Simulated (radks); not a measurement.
Results of a calculation; reference values are marked as such.
Ionisation of neutral oxygen, [He] 2s2 2p4, to O+, [He] 2s2 2p3, under several functionals. Scalar-relativistic Kohn-Sham, spin-unpolarised, spherical densities, finite nucleus; a radial shooting solver on a logarithmic mesh with Libxc functionals.

functional                                      E(O) (hartree)  Exc (hartree)  IE (eV)  -e(HOMO) (eV)  <r> HOMO (bohr)  IE error (eV)
XLYP                                                 -75.13132       -8.40871   16.477          9.072            1.269         +2.859
RPBE                                                 -75.07992       -8.35665   16.381          8.985            1.268         +2.763
SCAN                                                 -75.02356       -8.30701   16.680          9.301            1.258         +3.062
PBE                                                  -75.00182       -8.27507   16.431          9.031            1.266         +2.813
LDA (Slater exchange, Perdew-Wang correlation)       -74.52632       -7.77230   16.585          9.198            1.264         +2.967

NIST Atomic Spectra Database: 13.618 eV (measured). Closest: RPBE. The Delta-SCF values span 0.30 eV, the total energies 0.60 hartree. The highest occupied level is 2p. Spin polarisation and multiplet splitting are left out, so open shells lie too high by an amount that depends on their filling.

Beside tabulated values, note that spin-unpolarised runs miss the spin-polarisation part of the exchange energy of open shells.
